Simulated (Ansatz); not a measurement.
Molecule: C$_{3}$H$_{5}$O, charge -1, multiplicity 1. It need not be the lowest isomer of its formula. Whether it binds its extra electron was not tested at this geometry. 
Geometry from a B3LYP-D3(BJ)/def2-TZVP (Ansatz, a program for electronic structure) optimisation:
```xyz
9

C      1.6396    -0.4294    -0.5418
C      0.6951     0.1190     0.2247
C     -0.7395     0.4438    -0.1703
O     -1.6164    -0.1939     0.6022
H      1.4473    -0.6448    -1.5899
H      2.6208    -0.7036    -0.1611
H      0.8953     0.2886     1.2829
H     -0.8046     0.2253    -1.2821
H     -0.7992     1.5848    -0.1424
```
Charge -1, spin multiplicity 1.

Total electronic energies in hartree. Cores are frozen in the correlated levels unless marked. Spin-orbit coupling is left out. Non-relativistic. Basis-set limits of correlation are two-point, X^-3; Hartree-Fock from the larger set. The bracket is a focal-point correction in the basis named.

```csv
level,program,energy (Eh)
RI-HF/aug-cc-pVQZ,Ansatz,-191.38524
BLYP-D3(BJ)/def2-TZVPD,Ansatz + dftd3,-192.53532
revPBE-D3(BJ)/def2-TZVPD,Ansatz + dftd3,-192.54767
r2SCAN/def2-TZVPD,Ansatz,-192.47448
B3LYP-D4/def2-TZVPD,Ansatz + dftd4,-192.60588
PBE0/def2-TZVP,Ansatz,-192.34982
r2SCANh/def2-TZVPD,Ansatz,-192.46246
LC-wPBE-D4/def2-TZVPD,Ansatz + dftd4,-192.46323
wB97M-V/def2-TZVPD,Ansatz,-192.50071
PBE-QIDH/def2-TZVPD,Ansatz,-192.32091
RI-MP2/cc-pVTZ,Ansatz,-192.11478
SCS-MP2/cc-pwCVTZ,Ansatz,-192.12160
SCS-MP2/cc-pVQZ,Ansatz,-192.18578
CCSD(T) with core electrons/cc-pwCVTZ,Ansatz,-192.38459
"RI-MP2/CBS(aug-cc-pVTZ,aug-cc-pVQZ)+[CCSD(T)-MP2]/aug-cc-pVTZ",Ansatz,-192.2929
```

Totals of different functionals don't rank their quality; only differences between species are comparable.
